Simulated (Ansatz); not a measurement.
C2H6BClO (`COCBCl`), relaxed with RKS PBE-D4/def2-SVP in the Gaussian-basis code of Ansatz from a rough embedded geometry. The force threshold is 0.03 eV/Å; the program also tests the step.

Charge 0, multiplicity 1.

Start:

```xyz
11

C     0.184    0.207    1.521
O    -0.666    0.689    0.593
C    -0.066    0.602   -0.654
B    -0.478   -0.744   -1.479
Cl    0.752   -1.965   -1.949
H     1.119    0.827    1.686
H     0.521   -0.865    1.335
H    -0.292    0.187    2.523
H     1.042    0.629   -0.681
H    -0.441    1.423   -1.313
H    -1.674   -0.991   -1.581
```

(1) How much energy does the relaxation release, and in how many steps? (Best estimate.)

(2) Which bonds change most? (Estimate.)

(3) Give the relaxed structure. (Estimate.)

Answers

(1) Computed: 45.22 kJ/mol, in 10 steps.

(2) Ansatz gave: C3–B4 from 1.632 to 1.572 Å; C1–O2 from 1.348 to 1.405 Å; B4–Cl5 from 1.795 to 1.762 Å; O2–C3 from 1.386 to 1.418 Å.

(3) Ansatz gave: 
```xyz
11

C     0.047    0.220    1.593
O    -0.532    0.904    0.510
C     0.073    0.563   -0.726
B    -0.328   -0.843   -1.305
Cl    0.383   -1.392   -2.820
H     1.127    0.481    1.728
H    -0.017   -0.891    1.478
H    -0.502    0.508    2.511
H     1.187    0.704   -0.702
H    -0.280    1.313   -1.476
H    -1.157   -1.567   -0.791
```
